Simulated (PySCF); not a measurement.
F2O (SMILES FOF), singlet, geometry from GFN2-xTB; PySCF with HF/6-31+G*, TDA.

Here is a job for PySCF.
```python
from pyscf import gto, scf, tdscf

mol = gto.M(
    atom='''
F     0.018890    1.091872   -0.247236
O    -0.022432   -0.002760    0.568977
F     0.001050   -1.089418   -0.258521
''',
    basis='6-31+g*',
    charge=0,
    spin=0,
    verbose=4,
)

mf = scf.RHF(mol)
mf.kernel()
td = mf.TDA()
td.nstates = 5
td.kernel()
td.analyze()
```

The log (banner, timings and long lists left out):

```
PySCF version 2.14.0

[INPUT] verbose = 4
[INPUT] num. atoms = 3
[INPUT] num. electrons = 26
[INPUT] charge = 0
[INPUT] spin (= nelec alpha-beta = 2S) = 0
[INPUT] symmetry False subgroup None
[INPUT] Mole.unit = angstrom
[INPUT] Symbol           X                Y                Z      unit          X                Y                Z       unit  Magmom
[INPUT]  1 F      0.018890000000   1.091872000000  -0.247236000000 AA    0.035696926493   2.063339043081  -0.467208328133 Bohr   0.0
[INPUT]  2 O     -0.022432000000  -0.002760000000   0.568977000000 AA   -0.042390336426  -0.005215644104   1.075210701177 Bohr   0.0
[INPUT]  3 F      0.001050000000  -1.089418000000  -0.258521000000 AA    0.001984212431  -2.058701655171  -0.488533887449 Bohr   0.0

nuclear repulsion = 75.4313580718866
number of shells = 24
number of NR pGTOs = 93
number of NR cGTOs = 54
basis = 6-31+g*
ecp = {}

******** <class 'pyscf.scf.hf.RHF'> ********
method = RHF
initial guess = minao
damping factor = 0
level_shift factor = 0
DIIS = <class 'pyscf.scf.diis.CDIIS'>
diis_start_cycle = 1
diis_space = 8
diis_damp = 0
SCF conv_tol = 1e-09
SCF conv_tol_grad = None
SCF max_cycles = 50
direct_scf = True
direct_scf_tol = 1e-13
Set gradient conv threshold to 3.16228e-05
Initial guess from minao.
init E= -273.528825797594
  HOMO = -0.313339476636318  LUMO = -0.0435753609288132  gap/eV = 7.34066
cycle= 1 E= -273.365318204379  delta_E= 0.164  |g|= 0.66  |ddm|= 1.79
  HOMO = -0.647637048921461  LUMO = 0.0207913746855968  gap/eV = 18.18886
cycle= 2 E= -273.420333054464  delta_E= -0.055  |g|= 0.48  |ddm|= 0.634
  HOMO = -0.583947061687849  LUMO = 0.10505471807259  gap/eV = 18.74869
cycle= 3 E= -273.45775769353  delta_E= -0.0374  |g|= 0.0733  |ddm|= 0.259
  HOMO = -0.571439804313432  LUMO = 0.123258963762294  gap/eV = 18.90372
cycle= 4 E= -273.459213855443  delta_E= -0.00146  |g|= 0.0272  |ddm|= 0.0648
  HOMO = -0.574432288565114  LUMO = 0.122324538872424  gap/eV = 18.95972
cycle= 5 E= -273.459523268342  delta_E= -0.000309  |g|= 0.00813  |ddm|= 0.0341
  HOMO = -0.572608067643332  LUMO = 0.12295478579001  gap/eV = 18.92723
cycle= 6 E= -273.459564606009  delta_E= -4.13e-05  |g|= 0.00236  |ddm|= 0.0151
  HOMO = -0.572259117189702  LUMO = 0.122918119611051  gap/eV = 18.91674
cycle= 7 E= -273.459568129034  delta_E= -3.52e-06  |g|= 0.00041  |ddm|= 0.00506
  HOMO = -0.572127790651482  LUMO = 0.122977580477023  gap/eV = 18.91478
cycle= 8 E= -273.459568233982  delta_E= -1.05e-07  |g|= 5.53e-05  |ddm|= 0.000867
  HOMO = -0.572125740198717  LUMO = 0.12297070340963  gap/eV = 18.91454
cycle= 9 E= -273.459568235711  delta_E= -1.73e-09  |g|= 1.56e-05  |ddm|= 0.000101
  HOMO = -0.572126345828048  LUMO = 0.122969569487682  gap/eV = 18.91452
cycle= 10 E= -273.459568235897  delta_E= -1.86e-10  |g|= 4.36e-06  |ddm|= 3.1e-05
  HOMO = -0.572126557553969  LUMO = 0.12296933945871  gap/eV = 18.91452
Extra cycle  E= -273.459568235911  delta_E= -1.39e-11  |g|= 2.43e-06  |ddm|= 6.23e-06
converged SCF energy = -273.459568235911

******** <class 'pyscf.tdscf.rhf.TDA'> for <class 'pyscf.scf.hf.RHF'> ********
nstates = 5 singlet
deg_eia_thresh = 1.000e-03
wfnsym = None
conv_tol = 1e-05
eigh lindep = 1e-12
eigh level_shift = 0
eigh max_cycle = 100

Excitation energies (eV)
[ 5.94521065  6.49121585  9.25749171  9.40253153 10.84652276]

** Singlet excitation energies and oscillator strengths **
Excited State   1:      5.94521 eV    208.54 nm  f=0.0010
      10 -> 19       -0.10374
      13 -> 14       -0.60467
      13 -> 18        0.28324
      13 -> 24       -0.13179
Excited State   2:      6.49122 eV    191.00 nm  f=0.0000
      10 -> 14        0.16291
      13 -> 15       -0.49610
      13 -> 19        0.42732
      13 -> 20       -0.12593
Excited State   3:      9.25749 eV    133.93 nm  f=0.0002
       8 -> 14       -0.10935
       9 -> 15        0.11312
       9 -> 19       -0.11424
      11 -> 14       -0.48677
      11 -> 18        0.21992
      11 -> 24       -0.11291
      12 -> 15       -0.28012
      12 -> 19        0.24548
Excited State   4:      9.40253 eV    131.86 nm  f=0.0196
       9 -> 14       -0.19873
      11 -> 15        0.25150
      11 -> 19       -0.23902
      12 -> 14        0.49896
      12 -> 18       -0.19359
      12 -> 24        0.10662
Excited State   5:     10.84652 eV    114.31 nm  f=0.0000
       7 -> 15        0.24135
       7 -> 19       -0.23991
      10 -> 14        0.52886
      10 -> 18       -0.22688
      10 -> 24        0.12813
      13 -> 15        0.11635

** Transition electric dipole moments (AU) **
state          X           Y           Z        Dip. S.      Osc.
  1        -0.0824      0.0007     -0.0032      0.0068      0.0010
  2         0.0000     -0.0000      0.0000      0.0000      0.0000
  3         0.0002      0.0262      0.0001      0.0007      0.0002
  4        -0.0115     -0.0014      0.2915      0.0851      0.0196
  5         0.0000     -0.0000      0.0000      0.0000      0.0000

** Transition velocity dipole moments (imaginary part, AU) **
state          X           Y           Z        Dip. S.      Osc.
  1         0.1174     -0.0010      0.0046      0.0138      0.0421
  2        -0.0000      0.0000     -0.0000      0.0000      0.0000
  3        -0.0003     -0.0393     -0.0002      0.0015      0.0030
  4        -0.0049     -0.0006      0.1246      0.0155      0.0300
  5         0.0000     -0.0000      0.0000      0.0000      0.0000

** Transition magnetic dipole moments (imaginary part, AU) **
state          X           Y           Z
  1         0.0024      0.2971      0.0015
  2        -0.0188     -0.0023      0.4763
  3        -0.3700      0.0031     -0.0146
  4        -0.0000      0.0000     -0.0000
  5         0.0343      0.0042     -0.8711
```
